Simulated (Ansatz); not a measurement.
Input and output for C₂H₄BrGaO, SMILES `[GaH2][O]/C=C/Br`.

```yaml
crystal:
  periodic: [false, false, false]
  atoms:
    - {symbol: Ga, position_ang: [-0.323745, 0.143862, -1.921065]}
    - {symbol: O, position_ang: [-0.583010, -0.903335, -0.470316]}
    - {symbol: C, position_ang: [-0.393315, -0.541573, 0.803813]}
    - {symbol: C, position_ang: [0.654966, 0.142579, 1.254841]}
    - {symbol: Br, position_ang: [0.835818, 0.584649, 3.070905]}
    - {symbol: H, position_ang: [-0.036617, 1.643193, -1.621334]}
    - {symbol: H, position_ang: [-0.457147, -0.668817, -3.235793]}
    - {symbol: H, position_ang: [-1.168840, -0.881002, 1.487888]}
    - {symbol: H, position_ang: [1.471891, 0.480435, 0.631062]}
basis:
  gaussian: {orbitals: def2-mTZVP, nuclear_model: gaussian}
total_charge: -1
magnetization: {spin_polarized: true, initial_magnetization: 1}
hamiltonian: {xc: {name: RPBE}, dispersion: d3bj}
```

```sh
$ ansatz run in.yaml --threads 4 --pin off --events-out ev --progress --plain --max-ram 10444MiB
```

Output, abridged:

```
Functional definition: RPBE
1437 factors; their error is unknown
mean field evaluation 1: about -126598.6500 eV, gradient 4.1e1 eV
mean field evaluation 2: about -126586.9098 eV, gradient 6.9e1 eV
mean field evaluation 4: about -126604.1443 eV, gradient 8.5e0 eV
mean field evaluation 8: about -126604.4106 eV, gradient 2.7e-1 eV
mean field evaluation 16: about -126604.3575 eV, gradient 5.1e-4 eV
mean field -126604.35747558 eV, -4652.6243217117 hartree, gradient 5.3e-5 eV, S^2 0.753326; 2 other end points of the search recorded, 0 dependent functions left out
reference -126604.35752154 eV, -4652.6243234011 hartree; 46, 45 occupied and 100, 101 virtual orbitals, 1437 factors
Total energy: -126605.52423004 eV, -4652.6671991473 hartree
```

Hardware: 4 threads of an AMD EPYC 7B13 on a shared host. Wall time 2.9 s, peak host memory 0.27 GiB.
